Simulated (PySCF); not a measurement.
Isomers of C6H6O2. Method used: PySCF, TDDFT CAM-B3LYP/def2-SVPD, vertical, gas phase, core orbitals frozen in the response. Geometries: PBE0-D3(BJ)/def2-SVP; one conformer of each isolated species. Triplets are in the Tamm–Dancoff approximation.

A. `Cc1cccc(=O)o1`
B. `C#C/C=C\OCC=O`
C. `C#CCC(=C)OC=O`

Lowest singlet levels (six at most, fewer where fewer were computed) with oscillator strengths:

1. 290 nm (f 0.000); 240 nm (f 0.283); 224 nm (f 0.000); 218 nm (f 0.114); 216 nm (f 0.003); 193 nm (f 0.006)
2. 221 nm (f 0.002); 197 nm (f 0.151); 193 nm (f 0.001); 185 nm (f 0.008); 182 nm (f 0.001); 173 nm (f 0.040); T1 4.23 eV
3. 274 nm (f 0.185); 241 nm (f 0.000); 196 nm (f 0.143); 195 nm (f 0.000); 186 nm (f 0.001); 174 nm (f 0.002)

Question: Match each spectrum to its molecule.

Answer: 1 = B, 2 = C, 3 = A.
- A: S1 at 4.53 eV, HOMO→LUMO (97%); Löwdin shares by element: HOMO carbon 55% or more, oxygen 16% or more (atoms not listed hold the other 28%); LUMO carbon 57% or more, oxygen 10% or more (atoms not listed hold the other 33%); HOMO -8.07 and LUMO -0.65 eV.
- B: S1 at 4.27 eV, HOMO-2→LUMO (68%), HOMO-2→LUMO+1 (16%), HOMO-1→LUMO (12%); Löwdin shares by element: HOMO carbon 76% or more (atoms not listed hold the other 24%); LUMO carbon 48% or more, oxygen 24% or more (atoms not listed hold the other 28%); HOMO -7.88 and LUMO -0.29 eV.
- C: S1 at 5.60 eV, HOMO-3→LUMO (76%); Löwdin shares by element: HOMO carbon 66% or more, oxygen 14% or more (atoms not listed hold the other 21%); LUMO carbon 51% or more, oxygen 22% or more (atoms not listed hold the other 27%); HOMO -8.96 and LUMO 0.32 eV.
